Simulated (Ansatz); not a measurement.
**Relaxing a trial structure of B2Cl2GeH4**

The starting geometry of this gas-phase singlet was optimised with GFN2-xTB.

```csv
atom,x (Å),y (Å),z (Å)
B,-0.1756,0.9573,-0.6799
B,-1.2708,-0.3553,0.1271
Cl,1.7561,0.5029,-0.5329
Cl,-0.1973,-1.8282,0.9119
Ge,0.5143,-1.2720,-1.1543
H,-1.7000,0.1862,1.0795
H,-2.1251,-0.8894,-0.5060
H,-0.2724,1.8836,0.0381
H,-0.3450,1.2535,-1.8211
```

Question: Predict what it relaxes into with B3LYP-D3(BJ)/def2-SVP.

Answer: New bonds form, giving a structure with Cl3 bridging Ge5 and B1, Cl4 bridging Ge5 and B2, given below by its coordinates. Contacts that close: B1–Ge5 (2.38 → 2.20 Å), B2–Ge5 (2.38 → 2.20 Å).

The energy falls by 0.38 eV over 11 steps:

| step | E − E(last) (eV) |
| --- | --- |
| 1 | 0.378 |
| 2 | 0.115 |
| 3 | 0.026 |
| 4 | 0.013 |
| 5 | 0.006 |
| 7 | 0.000 |
| 8 | 0.000 |
| 9 | 0.000 |
| 10 | 0.000 |
| 11 | 0.000 |

Final geometry (Å):

```xyz
9

B    -0.0986    0.9689   -0.6658
B    -1.2477   -0.4075    0.1797
Cl    1.8453    0.5158   -0.4769
Cl   -0.1482   -1.8639    1.0051
Ge    0.2203   -1.1165   -1.2950
H    -1.7270    0.2594    1.0493
H    -2.0537   -0.9898   -0.5307
H    -0.3501    1.8898    0.0548
H    -0.2558    1.1822   -1.8582
```

Frequencies at the end are all real (lowest 22 cm⁻¹). Run with Ansatz 0.2.0, 38 s on 2 threads of Intel(R) Xeon(R) Platinum 8488C (Sapphire Rapids), on a shared host.
